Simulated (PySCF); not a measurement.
All values below come from PySCF 2.14.0 with PBE-D3(BJ)/def2-TZVP // PBE-D3(BJ)/def2-SVP. All species are isolated molecules in the gas phase. One relaxed conformer stands for a flexible species; it need not be the lowest. Excitations are Tamm–Dancoff values on a coarser integration grid. The basis has no diffuse functions, so Rydberg states are missing or too high.

Reference species (SMILES): `Bc1cc(B)c2ccccc2n1` (neutral, multiplicity 1).

| Property | Value |
|---|---|
| S1 oscillator strength | 0.001 |
| HOMO | -6.03 eV |
| S1 excitation (TDA) | 2.35 eV |

Changed species: `Bc1c2cc(ccc2ncc1)B`.

Question: Give the shifts of the S1 oscillator strength, HOMO and S1 excitation (TDA).

Answer: the S1 oscillator strength hardly moves; the HOMO decreases by 0.29 eV, to -6.32 eV; the S1 excitation (TDA) rises by 0.18 eV, to 2.53 eV.
